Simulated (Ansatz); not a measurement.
PBE exchange is replaced step by step with exact exchange (0 % is PBE, 25 % PBE0; no dispersion term), basis def2-TZVP, Ansatz. System: VCl₃. The state is a triplet with charge 0. Geometry: r2SCAN-D4/def2-SVP.

Geometry of the triplet:

```xyz
4

V     0.0008    0.0546    0.0074
Cl    0.0377    2.1887    0.2842
Cl    1.1742   -1.3171    1.1959
Cl   -1.2126   -0.9262   -1.4875
```

HOMO and LUMO are taken over both spins.

```tsv
exact exchange (%)	HOMO (eV)	LUMO (eV)	gap (eV)	⟨S²⟩
0	-5.63	-5.26	0.37	2.024
5	-6.12	-5.06	1.06	2.025
10	-6.61	-4.84	1.77	2.025
15	-7.09	-4.62	2.47	2.025
25	-8.03	-4.15	3.88	2.024
35	-8.91	-3.65	5.26	2.024
50	-10.21	-3.01	7.20	2.020
```
